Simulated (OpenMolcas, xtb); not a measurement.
## InNH2F2 (SMILES [NH2][In]([F])[F]): methods side by side

InNH2F2: 6 atoms, total charge 0, spin state singlet. As SMILES, `[NH2][In]([F])[F]`. The coordinates come from a PBE0-D4/def2-TZVP relaxation.

Quantity: the HOMO–LUMO gap, in eV. The values are calculated.

| level | kind | program | value (eV) |
| --- | --- | --- | --- |
| GFN0-xTB | semi-empirical | xtb | 3.55 |
| HF/def2-SVPD (core potential) | Hartree–Fock | OpenMolcas | 12.32 |
| SVWN5/def2-SVPD (core potential) | LDA | OpenMolcas | 3.73 |
| PBE/def2-SVPD (core potential) | GGA | OpenMolcas | 3.80 |
| revPBE/def2-SVPD (core potential) | GGA | OpenMolcas | 3.84 |
| M06-L/def2-SVPD (core potential) | meta-GGA | OpenMolcas | 4.41 |
| BHLYP/def2-SVPD (core potential) | global hybrid | OpenMolcas | 8.25 |

The values span 3.55 to 12.32 eV. Orbital gaps aren't excitation energies; they tend to grow with the share of exact exchange.
